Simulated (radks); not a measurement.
The numbers below are computed, except where a source is named.
The nuclear charge of the xenon ion Xe+ is varied continuously with 53 electrons held in [Kr] 4d10 5s2 5p5. Code: a radial shooting solver on a logarithmic mesh with Libxc functionals. Model: Dirac Kohn-Sham, BLYP, spin-unpolarised, spherical densities, finite nucleus; open shells are shared between the two j in proportion to 2j + 1; Fermi nuclear charge, rms radius 4.7859 fm. By the Hellmann-Feynman theorem dE/dZ = E(electron-nucleus)/Z, the electronic potential at the nucleus (averaged over a nucleus of fixed radius).

| Z | E (hartree) | E(electron-nucleus)/Z (hartree) | HOMO | e(HOMO) (eV) | <r> HOMO (bohr) |
|---|---|---|---|---|---|
| 53.5 | -7283.76227 | -330.774 | 5p3/2 | -11.244 | 2.361 |
| 53.6 | -7316.88296 | -331.640 | 5p3/2 | -12.234 | 2.332 |
| 53.7 | -7350.09025 | -332.506 | 5p3/2 | -13.244 | 2.304 |
| 53.8 | -7383.38414 | -333.372 | 5p3/2 | -14.273 | 2.277 |
| 53.9 | -7416.76467 | -334.239 | 5p3/2 | -15.320 | 2.251 |
| 54 | -7450.23186 | -335.105 | 5p3/2 | -16.386 | 2.226 |
| 54.1 | -7483.7857 | -335.972 | 5p3/2 | -17.471 | 2.202 |
| 54.2 | -7517.4263 | -336.839 | 5p3/2 | -18.572 | 2.179 |
| 54.3 | -7551.1536 | -337.707 | 5p3/2 | -19.692 | 2.157 |
| 54.4 | -7584.9677 | -338.575 | 5p3/2 | -20.829 | 2.135 |
| 54.5 | -7618.8685 | -339.443 | 5p3/2 | -21.983 | 2.114 |
| 54.6 | -7652.8562 | -340.311 | 5p3/2 | -23.153 | 2.094 |
| 54.7 | -7686.9307 | -341.180 | 5p3/2 | -24.341 | 2.074 |
| 54.8 | -7721.0922 | -342.049 | 5p3/2 | -25.545 | 2.055 |
| 54.9 | -7755.3405 | -342.918 | 5p3/2 | -26.765 | 2.036 |
| 55 | -7789.6758 | -343.788 | 5p3/2 | -28.001 | 2.018 |

The central difference of E at Z = 54 is -335.105 hartree, to compare with the third column; the second derivative is -8.67 hartree.
